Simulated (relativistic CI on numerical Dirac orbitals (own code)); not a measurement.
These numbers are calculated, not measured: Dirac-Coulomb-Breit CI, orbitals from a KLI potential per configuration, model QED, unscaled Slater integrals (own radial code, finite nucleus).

The strongest absorption lines from the ground level of an ion, among the configurations computed and to levels below about 149 eV (vacuum wavelength in nm, gf): 10.183 (0.79), 16.410 (1.1), 16.903 (9.1), 17.063 (1.1), 17.288 (1.3), 17.505 (4.2), 17.680 (2.1), 17.825 (1.4).

Task: Which ion is it?
A. Sn¹⁶⁺
B. Pd¹²⁺
C. Cd¹⁴⁺
D. Pd¹⁰⁺

Result: B. Pd¹²⁺ has 34 electrons and the ground level 4s2 4p4 3P_2; the strongest line goes to 4s2 4p3 4d 3D°_3. The pattern of lines fixes the number of electrons, and along that sequence the line energies rise steadily with the charge (about as its square where n changes within one kind of shell, about linearly where n is kept but much faster in heavy ions where fine structure, which grows about as Z⁴, sets the gap, and irregularly where shells cross), which fixes Z. Configurations outside the model, such as inner-shell arrays, can give stronger lines. At this charge energies of transitions that change n are usually good to better than 1 %, and those within a shell (Δn = 0) to a few per cent.

LS names give the leading component of a level, which can be under half, so a name can repeat, a term be missing and a line seem to break the LS rules.
